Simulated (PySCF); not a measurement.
Question: Give a PBE0-D3(BJ)/def2-TZVP geometry of `FC(F)(F)C1=CC=CC=C1` (benzotrifluoride).

Answer: 
```xyz
15
C7H5F3 angstrom
F      1.4445    1.2271   -2.2324
C      1.7733    0.4703   -1.1719
F      2.6810    1.1636   -0.4720
F      2.3838   -0.6212   -1.6502
C      0.5679    0.1293   -0.3470
C     -0.1297   -1.0449   -0.5911
C     -1.2680   -1.3335    0.1446
C     -1.7091   -0.4487    1.1171
C     -1.0092    0.7250    1.3573
C      0.1298    1.0177    0.6254
H      0.2221   -1.7330   -1.3494
H     -1.8113   -2.2519   -0.0429
H     -2.6006   -0.6745    1.6904
H     -1.3508    1.4157    2.1189
H      0.6830    1.9299    0.8119
```

Orientation and origin are arbitrary. Atoms count from 1 in this order. The 6-membered ring C5–C6–C7–C8–C9–C10 has internal angles of 119.6° to 120.4° (sum 720°, against 720° for a flat polygon); it is planar, 0.00 Å rms from its mean plane, widest ring torsion 0°. Of the pairs four or more bonds apart, F4···H11 is among the closest relative to their van der Waals radii: 2.45 Å, 92 % of the sum of Bondi's values. The 7 C–C bonds span 1.385 Å (C9–C10, aromatic) to 1.500 Å (C2–C5, drawn single), a spread of 0.115 Å.

Bonds between heavy atoms (Å): F1–C2 1.344, C2–F3 1.340, C2–F4 1.339, C2–C5 1.500, C5–C6 1.387, C6–C7 1.386, C7–C8 1.387, C8–C9 1.387, C9–C10 1.385, C5–C10 1.388.

Method used: PBE0-D3(BJ)/def2-TZVP geometry optimisation, gas phase in PySCF.

Point group: near Cs, missed by 0.13 Å at most; the miss may be what the optimiser left on a soft mode. Not checked by PBE0-D3(BJ)/def2-TZVP frequencies.
